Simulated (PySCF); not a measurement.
BrZn, charge +1.

```xyz
2

Zn     0.0000     0.0000    -1.1805
Br     0.0000     0.0000     1.0119
```
Charge +1, spin multiplicity 1.

Geometry optimised at PBE0-D3(BJ)/def2-TZVP. The multiplicity is an assumed one; other spin states were not compared.

Calculation: PBE/pcSseg-2 in PySCF. Non-relativistic, no solvent.

Computed absolute GIAO shielding of each atom: isotropic value and principal components (ppm):
| atom | σ(iso) | σ11 | σ22 | σ33 | span |
|---|---|---|---|---|---|
| Zn1 | 2426.1 | 2377.0 | 2377.0 | 2524.4 | 147.4 |
| Br2 | 1165.4 | 183.3 | 183.3 | 3129.5 | 2946.2 |
